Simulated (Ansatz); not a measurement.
System: methyl-[(E)-prop-1-enyl]silane, C₄H₁₀Si, charge 0, multiplicity 1. SMILES: C(/C)=C\[SiH2]C
Geometry from a B3LYP-D3(BJ)/def2-TZVP (Ansatz, an electronic-structure program) optimisation:
```
C
C 1 1.3342
H 2 1.0887 1 118.89
H 1 1.0902 2 117.36 3 -179.88
C 2 1.4958 3 115.27 1 -179.88
H 5 1.0905 2 111.58 3 -179.98
H 5 1.0941 6 108.47 2 -122.39
H 5 1.0941 6 108.46 7 -115.30
Si 1 1.8588 4 118.64 2 179.58
H 9 1.4855 1 108.11 4 177.73
H 9 1.4870 10 108.26 3 121.06
C 9 1.8778 10 110.26 11 118.57
H 12 1.0916 9 110.81 10 59.43
H 12 1.0919 13 108.23 9 121.99
H 12 1.0922 13 107.96 14 116.50
```
Charge 0, spin multiplicity 1.

Quantity: atomisation energy (electronic, to ground-state atoms); the coupled-cluster value holds the core correlation from cc-pwCVTZ, in kJ/mol. Correlated levels leave the core frozen unless marked. Open shells are spin-unrestricted. No spin-orbit coupling. No relativistic terms. CBS(X,Y): correlation extrapolated as X^-3; Hartree-Fock from the larger set.

Level to compare with: CCSD(T)/CBS(cc-pV(T+d)Z,cc-pV(Q+d)Z) plus the core term (Ansatz), 5771.8 kJ/mol. It is a level with limits of its own, and the differences hold the functionals' basis error too.

Task: Rank these functionals by how close they come to CCSD(T)/CBS(cc-pV(T+d)Z,cc-pV(Q+d)Z), closest first: wB97X/def2-TZVPD (Ansatz); BLYP/def2-TZVPD (Ansatz); B97M-V/def2-TZVPD (Ansatz).

Result: B97M-V/def2-TZVPD (meta-GGA with VV10, 5761.5 kJ/mol, difference -10.3), wB97X/def2-TZVPD (range-separated hybrid, 5750.8 kJ/mol, difference -21.0), BLYP/def2-TZVPD (GGA, 5658.7 kJ/mol, difference -113.1)
